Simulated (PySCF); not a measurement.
Species: C4H9ClO2Si.
SMILES: `Cl[C@@H]([SiH]1OCCO1)C`

The closed-shell SCF was solved with PySCF and density fitting under several settings on one GFN2-xTB geometry (grid level 2 and gas phase unless stated).

```tsv
settings	basis functions	SCF cycles	E (Eh)	HOMO (eV)	LUMO (eV)	dipole (D)
B97-D/pcseg-1, energy threshold 1e-08 Eh	165	10	-1057.7467	-6.53	-0.48	2.65
OLYP/def2-SVPD, grid level 3	249	15	-1057.5061	-6.42	-0.66	2.44
CAM-B3LYP/MINI	57	11	-1051.6951	-9.92	1.45	2.14
PBE0/pcseg-1	165	12	-1057.3265	-7.93	0.41	2.78
```

**Question.** Estimate the row for these settings: B97-2/6-31G*, grid level 1, fitting basis def2-universal-jkfit.

**Answer.** 
```
                                                      settings  basis functions  SCF cycles      E (Eh)  HOMO (eV)  LUMO (eV)  dipole (D)
B97-2/6-31G*, grid level 1, fitting basis def2-universal-jkfit              138          10  -1057.9434      -7.46       0.66        2.67
```

**Question.** Over all rows, what range does the HOMO–LUMO gap span?

**Answer.** From 5.76 eV (OLYP/def2-SVPD, grid level 3) to 11.37 eV (CAM-B3LYP/MINI). The functional of the narrowest has no exact exchange, that of the widest range-separated exact exchange.

Whole jobs, the steps after the SCF included, on Arm Neoverse V2, one thread, no GPU, shared host:

```
                                                      settings                                                            work after the SCF  wall time  peak memory
                      B97-D/pcseg-1, energy threshold 1e-08 Eh               shieldings, ring-centre shieldings, charges and field gradients       26 s     0.64 GiB
                                  OLYP/def2-SVPD, grid level 3                    3 singlets by TDA, 2 Tamm–Dancoff triplets, polarisability       48 s     0.78 GiB
                                                CAM-B3LYP/MINI                                            shieldings, ring-centre shieldings      6.9 s     0.45 GiB
                                                  PBE0/pcseg-1  spin–spin couplings from 14 perturbed nuclei, spin–dipole term for 1 of them       33 s     0.88 GiB
B97-2/6-31G*, grid level 1, fitting basis def2-universal-jkfit                                            shieldings, ring-centre shieldings      9.9 s     0.71 GiB
```

B97-D ran without the empirical dispersion term, which would shift the total energy alone. Cycle counts include a coarse-grid stage where the run had one. All basis functions are spherical, in the Pople sets too.

One conformer stands for the species.
